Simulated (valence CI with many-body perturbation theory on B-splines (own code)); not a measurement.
**Ladder of approximations for Sm13+**

Computed by valence CI with perturbative core correlation (CI+MBPT): three valence electrons over a frozen Dirac-Fock core [Kr] 4d10, a basis of 8 s, 8 p, 9 d, 9 f, 6 g, 3 h, 2 i functions for each j, with the one-electron correlation potential Σ1, the two-electron term Σ2, the three-electron term Σ3, Breit, model QED; selected CI, second order for the rest (own B-spline code, finite nucleus).

No measured levels were compared; by estimate terms of the open shell hold to a few per cent of their energy, and close levels can change places; configurations with another count of f electrons can be misplaced by thousands of cm⁻¹. Core correlation moves these levels by up to 57000 cm⁻¹, and in measured spectra 5 to 20 % of such shifts remained as error; rates that hang on mixing are uncertain with them.

Each rung adds one term. CI alone is the Dirac-Coulomb CI over the frozen core; QED comes last and gives the full result, which names the levels. Energies are above 4f5s² ²F°_5/2 on the same rung, in eV.

Names give the largest LS component (configuration and term), which can be under half, so a name can repeat, a term be missing and a line seem to break the LS rules; names also repeat where a configuration has a term twice.

| Level | CI alone | Σ1 | Σ2 | Σ3 | Breit | QED | Full |
| --- | --- | --- | --- | --- | --- | --- | --- |
| 4f5s² ²F°_7/2 | 0.7503 | +0.0500 | +0.0183 | -0.0012 | -0.0536 | +0.0039 | 0.7677 |
| 4f²5s ⁴H_7/2 | 5.955 | -0.8333 | -2.2215 | +0.0415 | -0.1992 | -0.1393 | 2.603 |
| 4f²5s ⁴H_9/2 | 6.220 | -0.8181 | -2.2030 | +0.0415 | -0.2184 | -0.1382 | 2.884 |
| 4f²5s ⁴H_11/2 | 6.624 | -0.7844 | -2.1825 | +0.0411 | -0.2566 | -0.1357 | 3.306 |
| 4f²5s ⁴F_3/2 | 7.097 | -0.8108 | -2.2841 | +0.0415 | -0.1952 | -0.1384 | 3.710 |
| 4f²5s ⁴H_13/2 | 7.084 | -0.7495 | -2.1608 | +0.0407 | -0.2997 | -0.1332 | 3.781 |
| 4f²5s ⁴F_5/2 | 7.270 | -0.7988 | -2.2704 | +0.0414 | -0.2098 | -0.1375 | 3.895 |
| 4f²5s ⁴F_7/2 | 7.504 | -0.7792 | -2.2456 | +0.0411 | -0.2357 | -0.1360 | 4.149 |
| 4f²5s ²H_9/2 | 7.452 | -0.8064 | -2.1451 | +0.0428 | -0.2308 | -0.1385 | 4.174 |
| 4f²5s ⁴F_9/2 | 7.701 | -0.7788 | -2.1780 | +0.0425 | -0.2501 | -0.1370 | 4.400 |
| 4f²5s ²G_7/2 | 8.135 | -0.7756 | -2.0987 | +0.0422 | -0.2415 | -0.1369 | 4.925 |
| 4f²5s ²H_11/2 | 8.293 | -0.7571 | -2.0841 | +0.0437 | -0.2917 | -0.1361 | 5.068 |
| 4f²5s ²F_5/2 | 8.576 | -0.7962 | -2.1887 | +0.0446 | -0.2161 | -0.1395 | 5.280 |
| 4f²5s ²G_9/2 | 8.479 | -0.7366 | -2.0891 | +0.0412 | -0.2790 | -0.1338 | 5.282 |
| 4f²5s ²F_7/2 | 9.216 | -0.7422 | -2.1315 | +0.0436 | -0.2800 | -0.1353 | 5.971 |
| 4f²5s ²D_5/2 | 10.329 | -0.7586 | -2.4288 | +0.0425 | -0.2230 | -0.1367 | 6.824 |
| 4f²5s ²D_3/2 | 10.389 | -0.7538 | -2.4234 | +0.0425 | -0.2254 | -0.1364 | 6.892 |
| 4f²5s ⁴P_1/2 | 10.918 | -0.7593 | -2.5311 | +0.0416 | -0.1984 | -0.1366 | 7.334 |
| 4f²5s ⁴P_3/2 | 11.097 | -0.7417 | -2.5111 | +0.0414 | -0.2174 | -0.1353 | 7.533 |

The middle columns are the shifts that each term adds.

Question: How does the ionisation energy move along the ladder, and which term matters most?

Answer: CI alone 252.58, + Σ1 254.73, + Σ2 255.17, + Σ3 255.15, + Breit 254.86, + QED 254.60 eV. The largest step is Σ1, 2.15 eV. NIST lists 257 ± 12 eV (theoretical).
